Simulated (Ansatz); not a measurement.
The first iterations of a band of H2S + H4O2Sn (10 atoms, charge 0, multiplicity 1).

Method: RKS PBE0/def2-SVP in Ansatz 0.2.0.

```
movable images  : 9
climbing image  : yes
spring          : 5.0 eV/Å²
optimiser       : quadratic models (default)
start path      : through a guess of the saddle point
force threshold : 0.03 eV/Å
iteration limit : 57
end points      : relaxed
```

Initial state:

```xyz
10
Properties=species:S:1:pos:R:3
Sn -0.090 0.015 0.065
O -0.006 -0.046 2.058
H -0.771 0.369 2.473
H 1.483 0.088 -0.554
H -1.175 1.289 -0.333
O -0.939 -1.680 -0.557
H -1.900 -1.618 -0.598
S 1.465 -2.933 1.360
H 0.334 -3.014 0.618
H 0.891 -2.039 2.202
```

Final state:

```xyz
10
Properties=species:S:1:pos:R:3
Sn 0.417 -0.417 -0.518
O -1.266 -1.118 2.349
H -1.229 -0.353 2.933
H 0.961 -0.755 -2.100
H 0.541 1.215 -0.013
O -1.425 -1.111 -0.444
H -1.690 -1.122 0.496
S 1.777 -1.621 1.131
H 1.563 -2.828 0.560
H -0.356 -1.461 2.339
```

| iteration | highest image above the first end (eV) | largest band force component (eV/Å) |
| --- | --- | --- |
| 1 | 5.335 | 31.502 |
| 2 | 1.153 | 1.823 |
| 3 | 0.705 | 1.646 |
| 4 | 0.636 | 1.668 |
| 5 | 0.692 | 2.159 |
| 6 | 0.646 | 1.422 |
| 7 | 0.612 | 0.880 |
| 8 | 0.589 | 0.497 |
| 9 | 0.587 | 0.268 |
| 10 | 0.567 | 0.316 |
| 11 | 0.554 | 0.364 |
| 12 | 0.549 | 0.208 |
| 13 | 0.544 | 0.120 |
| 14 | 0.533 | 0.167 |
| 15 | 0.528 | 0.134 |
| 16 | 0.522 | 0.181 |
| 17 | 0.519 | 0.126 |

Task: Does the band converge within its limit, and where does its top end?

Result: It converged. It ended after 51 iterations with the highest image 0.373 eV above the first end. The profile has 2 maxima (images 4, 7) with wells between them (image 6): this band takes more than one step, which may be the mechanism or a detour left from its start path. A vibrational analysis at the climbing image gives one clearly imaginary mode, 878i cm⁻¹: a first-order saddle point. The orbitals stay closed-shell, which can raise the energy where a bond breaks towards radicals; this wasn't checked here.

Time of the run: 24 min on 2 threads of Arm Neoverse V1, on a shared host, peak memory 0.27 GiB.
